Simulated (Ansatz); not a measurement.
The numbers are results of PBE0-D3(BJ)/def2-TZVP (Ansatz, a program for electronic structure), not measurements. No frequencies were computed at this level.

Ansatz 0.2 input:
```yaml
crystal:
  periodic: [false, false, false]
  atoms:
    - { symbol: Al, position_ang: [-0.622361, 0.039964, 0.068752] }
    - { symbol: S, position_ang: [1.430477, -0.354172, 0.697443] }
    - { symbol: H, position_ang: [-1.221864, 1.45029, 0.180528] }
    - { symbol: H, position_ang: [-1.521657, -1.091967, -0.452113] }
    - { symbol: H, position_ang: [1.935407, -0.044115, -0.49461] }
basis:
  gaussian: { orbitals: def2-tzvp }
hamiltonian:
  xc: pbe0
  dispersion: d3bj
relax:
  max_steps: 150
```

Output:

```
Functional definition: PBE0
682 factors; their error is unknown
mean field evaluation 1: about -17474.2274 eV, gradient 1.7e1 eV
mean field evaluation 2: about -17474.6009 eV, gradient 1.5e1 eV
mean field evaluation 4: about -17475.0692 eV, gradient 5.6e-1 eV
mean field evaluation 8: about -17475.1058 eV, gradient 7.6e-3 eV
mean field -17475.10577028 eV, -642.1982920057 hartree, gradient 4.5e-5 eV, S^2 0.000000; 0 other end points of the search recorded, 0 dependent functions left out
reference -17475.10579879 eV, -642.1982930533 hartree; 16, 16 occupied and 76, 76 virtual orbitals, 682 factors
relax step   1: F+E_penalty+E_count = -17475.17352566 eV  Δ(F+E_penalty+E_count) = +0.000e0 eV  max|allowed force component| = 6.772e-1 eV/Å  Δτ_max = 0.0000 Å  (22 SCF iters, accepted)
these checks for a lower state are left out or cut short: starts, cluster_reference, orbital_swaps, neighbouring_geometries, increment
682 factors; their error is unknown
mean field evaluation 16: about -17475.1521 eV, gradient 8.4e-2 eV
mean field -17475.15211218 eV, -642.1999950391 hartree, gradient 1.0e-5 eV, S^2 0.000000; 0 other end points of the search recorded, 0 dependent functions left out
reference -17475.15214073 eV, -642.1999960884 hartree; 16, 16 occupied and 76, 76 virtual orbitals, 682 factors
relax step   2: F+E_penalty+E_count = -17475.21975932 eV  Δ(F+E_penalty+E_count) = -4.623e-2 eV  max|allowed force component| = 1.157e-1 eV/Å  Δτ_max = 0.0677 Å  (27 SCF iters, accepted)
these checks for a lower state are left out or cut short: starts, cluster_reference, orbital_swaps, neighbouring_geometries, increment
682 factors; their error is unknown
mean field -17475.17414292 eV, -642.2008046537 hartree, gradient 1.4e-5 eV, S^2 0.000000; 0 other end points of the search recorded, 0 dependent functions left out
reference -17475.17417153 eV, -642.2008057054 hartree; 16, 16 occupied and 76, 76 virtual orbitals, 682 factors
relax step   3: F+E_penalty+E_count = -17475.24152946 eV  Δ(F+E_penalty+E_count) = -2.177e-2 eV  max|allowed force component| = 8.788e-1 eV/Å  Δτ_max = 0.1818 Å  (30 SCF iters, accepted)
these checks for a lower state are left out or cut short: starts, cluster_reference, orbital_swaps, neighbouring_geometries, increment
682 factors; their error is unknown
mean field evaluation 32: about -17475.2758 eV, gradient 7.6e-2 eV
mean field -17475.27582026 eV, -642.2045412273 hartree, gradient 1.4e-5 eV, S^2 0.000000; 0 other end points of the search recorded, 0 dependent functions left out
reference -17475.27584870 eV, -642.2045422724 hartree; 16, 16 occupied and 76, 76 virtual orbitals, 682 factors
relax step   4: F+E_penalty+E_count = -17475.34347468 eV  Δ(F+E_penalty+E_count) = -1.019e-1 eV  max|allowed force component| = 6.834e-1 eV/Å  Δτ_max = 0.1998 Å  (30 SCF iters, accepted)
these checks for a lower state are left out or cut short: starts, cluster_reference, orbital_swaps, neighbouring_geometries, increment
682 factors; their error is unknown
mean field -17475.38157026 eV, -642.2084274680 hartree, gradient 1.5e-5 eV, S^2 0.000000; 0 other end points of the search recorded, 0 dependent functions left out
reference -17475.38159871 eV, -642.2084285136 hartree; 16, 16 occupied and 76, 76 virtual orbitals, 682 factors
relax step   5: F+E_penalty+E_count = -17475.44954408 eV  Δ(F+E_penalty+E_count) = -1.061e-1 eV  max|allowed force component| = 4.732e-1 eV/Å  Δτ_max = 0.1999 Å  (30 SCF iters, accepted)
these checks for a lower state are left out or cut short: starts, cluster_reference, orbital_swaps, neighbouring_geometries, increment
682 factors; their error is unknown
mean field -17475.45808784 eV, -642.2112394371 hartree, gradient 1.6e-5 eV, S^2 0.000000; 0 other end points of the search recorded, 0 dependent functions left out
reference -17475.45811611 eV, -642.2112404762 hartree; 16, 16 occupied and 76, 76 virtual orbitals, 682 factors
relax step   6: F+E_penalty+E_count = -17475.52609744 eV  Δ(F+E_penalty+E_count) = -7.655e-2 eV  max|allowed force component| = 2.732e-1 eV/Å  Δτ_max = 0.2000 Å  (30 SCF iters, accepted)
these checks for a lower state are left out or cut short: starts, cluster_reference, orbital_swaps, neighbouring_geometries, increment
682 factors; their error is unknown
mean field -17475.46685981 eV, -642.2115618012 hartree, gradient 1.1e-5 eV, S^2 0.000000; 0 other end points of the search recorded, 0 dependent functions left out
reference -17475.46688837 eV, -642.2115628509 hartree; 16, 16 occupied and 76, 76 virtual orbitals, 682 factors
relax step   7: F+E_penalty+E_count = -17475.53488536 eV  Δ(F+E_penalty+E_count) = -8.788e-3 eV  max|allowed force component| = 2.925e-2 eV/Å  Δτ_max = 0.1145 Å  (26 SCF iters, accepted)
these checks for a lower state are left out or cut short: starts, cluster_reference, orbital_swaps, neighbouring_geometries, increment
682 factors; their error is unknown
mean field evaluation 64: about -17475.4679 eV, gradient 1.4e-4 eV
mean field -17475.46785877 eV, -642.2115985124 hartree, gradient 2.1e-5 eV, S^2 0.000000; 0 other end points of the search recorded, 0 dependent functions left out
reference -17475.46788727 eV, -642.2115995594 hartree; 16, 16 occupied and 76, 76 virtual orbitals, 682 factors
relax step   8: F+E_penalty+E_count = -17475.53584787 eV  Δ(F+E_penalty+E_count) = -9.625e-4 eV  max|allowed force component| = 8.395e-3 eV/Å  Δτ_max = 0.0351 Å  (24 SCF iters, accepted)
682 factors; their error is unknown
mean field -17475.46785877 eV, -642.2115985124 hartree, gradient 2.1e-5 eV, S^2 0.000000; 1 other end points of the search recorded, 0 dependent functions left out
reference -17475.46788727 eV, -642.2115995594 hartree; 16, 16 occupied and 76, 76 virtual orbitals, 682 factors
Total energy: -17475.53587636 eV, -642.2140981127 hartree
Atom 0 at    -0.646579    -0.067185    -0.044232 Å, force     0.003417    -0.008395     0.004496 eV/Å
Atom 1 at     1.421261    -0.733035     0.155566 Å, force    -0.006552    -0.001447    -0.005925 eV/Å
Atom 2 at    -0.942752     1.481067    -0.156658 Å, force     0.000396     0.003362    -0.003609 eV/Å
Atom 3 at    -1.751245    -1.194932    -0.062393 Å, force     0.001107     0.002170     0.000782 eV/Å
Atom 4 at     1.919318     0.514085     0.107716 Å, force     0.001633     0.004311     0.004256 eV/Å
Dipole moment:    -0.063951     0.194522    -0.018643 e Å
```

Cost: about 12 core-seconds (a rough figure).
